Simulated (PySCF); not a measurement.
SiBrCl3, SMILES Cl[Si](Cl)(Cl)Br.

Coordinates come from a PBE-D3(BJ)/def2-SVP optimisation.

Two levels are set side by side: PBE/def2-TZVP (PySCF) and r2SCAN/def2-TZVP (PySCF). Same geometry, gas phase. Differences are taken from unrounded values.

| quantity | r2SCAN | PBE | PBE minus r2SCAN |
|---|---|---|---|
| orbital gap (eV) | 6.17 | 5.48 | -0.68 |
| highest occupied level (eV) | -8.12 | -7.75 | 0.37 |
| lowest empty level (eV) | -1.96 | -2.27 | -0.31 |
| dipole moment (D) | 0.16 | 0.17 | 0.01 |
| mean polarisability (bohr³) | 76.7 | 79.1 | 2.4 |

Rough cost on one machine, each run with all the roots and properties that it gave: r2SCAN against PBE about 3 times.
